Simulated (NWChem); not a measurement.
System: GaBrF₂; SMILES [F][Ga]([F])[Br]

```xyz
4

Ga     0.0000     0.0000     0.7425
F      0.0000    -1.4719     1.6586
F      0.0000     1.4719     1.6586
Br     0.0000     0.0000    -1.4992
```
Atoms are numbered in this order, from 1.

Results from NWChem. Pople sets run with spherical d functions. The geometry was optimised at PBE0/def2-SVP. GIAO values for the isolated, static molecule; σ is the absolute isotropic shielding, δ = σ(reference) − σ with the isolated reference molecule computed at the same levels (19F: trichlorofluoromethane). Spin-orbit effects, on the heavy nuclei and on their neighbours, are missing.

```tsv
level	σ Ga1 (ppm)	δ F2 (ppm)	σ Br4 (ppm)
KT2/pcSseg-1	1530.4	(withheld)	(withheld)
Hartree-Fock/6-31G*	1884.8	-113.4	2982.3
LDA (Slater exchange, VWN5)/pcSseg-1	1433.3	-123.0	2525.7
PBE0/pcSseg-1	1543.2	-139.1	2700.4
B3LYP/6-311G**	1528.6	-118.9	2636.9
```

Q: Fill in the missing entries.

A: 
- KT2/pcSseg-1, δ F2 (ppm): -135.3
- KT2/pcSseg-1, σ Br4 (ppm): 2608.4
